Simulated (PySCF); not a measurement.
Isomers of H11NOSi4, one GFN2-xTB conformer each. Single-point energies are computed at PBE0/pcSseg-1 (PySCF, gas phase, no added dispersion term), electronic only.

Question: Rank them by PBE0/pcSseg-1 energy, lowest first (kcal/mol).
A. `[SiH3:1][NH:2][SiH2:3][O:4][SiH2:5][SiH3:6]` with Si1–N2–Si3–O4 -177°, N2–Si3–O4–Si5 58°, Si3–O4–Si5–Si6 -31°
B. `[NH2:1][Si@H:2]([O:3][SiH3:4])[SiH2:5][SiH3:6]` with H–N1–Si2–O3 -41° and 180°, N1–Si2–O3–Si4 -83°, N1–Si2–Si5–Si6 -22°
C. `[NH2:1][SiH2:2][Si@@H:3]([SiH3:4])[SiH2:5][OH:6]` with H–N1–Si2–Si3 38° and 177°, N1–Si2–Si3–Si4 -128°, Si2–Si3–Si5–O6 -45°, Si3–Si5–O6–H -175°
D. `[NH2:1][Si@H:2]([OH:3])[SiH:4]([SiH3:5])[SiH3:6]` with H–N1–Si2–O3 -51° and 171°, N1–Si2–O3–H 55°, N1–Si2–Si4–Si5 27°
E. `[NH2:1][SiH2:2][Si@@H:3]([OH:4])[SiH2:5][SiH3:6]` with H–N1–Si2–Si3 173° and -50°, N1–Si2–Si3–O4 -169°, Si2–Si3–O4–H -173°, Si2–Si3–Si5–Si6 -166°
F. `[NH2:1][Si:2]([SiH3:3])([SiH3:4])[O:5][SiH3:6]` with H–N1–Si2–Si3 -69° and 152°, N1–Si2–O5–Si6 40°

Answer: A (0.0), B (7.5), F (11.9), D (22.7), C (26.3), E (31.9).

As drawn, the highest has an O–H bond, which the lowest lacks. GFN2-xTB itself gives, in the same order: 0.0, 30.5, 30.6, 79.9, 77.9, 78.6. Both levels put the same isomer lowest; measured from each level's own lowest isomer, the values differ by up to 57.2 kcal/mol (N[Si@H](O)[SiH]([SiH3])[SiH3]: 79.9 against 22.7).

Question: Which frontier levels, dipoles and rotational constants go with these structures?

Answer: 
```
                       SMILES  HOMO (eV, PBE0/pcSseg-1)  LUMO (eV)  dipole (D)       A, B, C (MHz)
   [SiH3]N[SiH2]O[SiH2][SiH3]                     -7.51      -0.48        0.72  2245, 738.4, 576.5
 N[Si@H](O[SiH3])[SiH2][SiH3]                     -7.34      -0.55        1.16  2646, 662.8, 601.5
 N[Si]([SiH3])([SiH3])O[SiH3]                     -6.96      -0.74        1.64   1388, 1063, 778.8
N[Si@H](O)[SiH]([SiH3])[SiH3]                     -7.29      -0.43        3.04   1485, 1050, 706.4
N[SiH2][Si@@H]([SiH3])[SiH2]O                     -7.12      -0.98        2.08   1345, 1161, 726.2
N[SiH2][Si@@H](O)[SiH2][SiH3]                     -7.27      -1.18        1.21  2869, 627.7, 539.6
```
